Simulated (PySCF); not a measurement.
**A small calculation by hand: oscillator strength and radiative lifetime**

Ge(SH)2 (GeH₂S₂), SMILES [SH][Ge][SH] (connectivity only; charge and spin as stated), neutral, multiplicity 1.

Coordinates come from a PBE0-D3(BJ)/def2-TZVP optimisation. The values are those of a single conformer.

TDDFT-M06-2X/def2-SVPD (PySCF) puts the first singlet state with f over 0.02 at 4.63 eV (vertical), with the transition dipole (0.000, 0.571, 0.000) in atomic units.

Task: Find the oscillator strength, the wavelength and the radiative lifetime that this transition would have in vacuum if emission retraced absorption.

Result: 
|μ|² = 0.3260 au, so |μ| = 1.45 D. ΔE = 4.63/27.211 = 0.1701 hartree. f = (2/3) ΔE |μ|² = 0.037 (the program prints 0.037).
λ = 1239.84/4.63 = 268 nm; ν = 37343 cm⁻¹.
Einstein's coefficient A = 0.6670 ν² f s⁻¹ (ν in cm⁻¹) = 3.4e7 s⁻¹, so τ = 1/A = 29 ns. This state is S2; the lower singlet has f = 0.018. The figure is the radiative limit of this one transition; relaxation, internal conversion, crossing to triplets and a medium change what is measured.
